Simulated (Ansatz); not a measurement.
## Ligand exchange: InH(CH3)Br + CBrCl2F → InH(CH3)Cl + CBr2ClF

Species: InH(CH3)Br, singlet; CBrCl2F (bromodichlorofluoromethane) `FC(Cl)(Cl)Br`, singlet; InH(CH3)Cl, singlet; CBr2ClF (dibromochlorofluoromethane) `FC(Cl)(Br)Br`, singlet. The partners trade Br for Cl: In–Br and C–Cl bonds give way to In–Cl and C–Br.

Shapes, held fixed at every level: PBE0-D4/def2-TZVP. Programs: Ansatz 0.2.0. The zero-point and thermal change to 298 K, harmonic and unscaled (PBE0-D4/def2-TZVP), is -0.6 kJ/mol.

Q: Estimate ΔH(298 K) of this reaction.

A: The highest level, CCSD(T)/def2-TZVPP, gives ΔH(298 K) = +14.2 kJ/mol; the levels span +12.9 to +23.7. The column of differences is taken from that level and isn't an error. No measured value is set beside it here. For atoms past krypton def2 sets carry core potentials with scalar relativity. Relativity is left out for Br unless named. Correlated rows may include outer-core shells of Br, In, which these sets cover unevenly.

| level | kind | ΔH(298 K) (kJ/mol) | less CCSD(T)/def2-TZVPP |
| --- | --- | --- | --- |
| HF/def2-TZVPP | Hartree–Fock | +23.6 | +9.4 |
| r2SCAN-D4/def2-TZVPP | meta-GGA | +16.3 | +2.1 |
| BHLYP-D4/def2-TZVPP | global hybrid | +17.7 | +3.5 |
| wB97X-V/def2-TZVPP | range-separated hybrid | +16.8 | +2.6 |
| MP2/def2-TZVPP | perturbation theory | +12.9 | -1.3 |
| CCSD(T)/def2-SVP | coupled cluster or CI | +23.7 | +9.5 |
| CCSD(T)/def2-TZVPP | coupled cluster or CI | +14.2 | 0.0 |
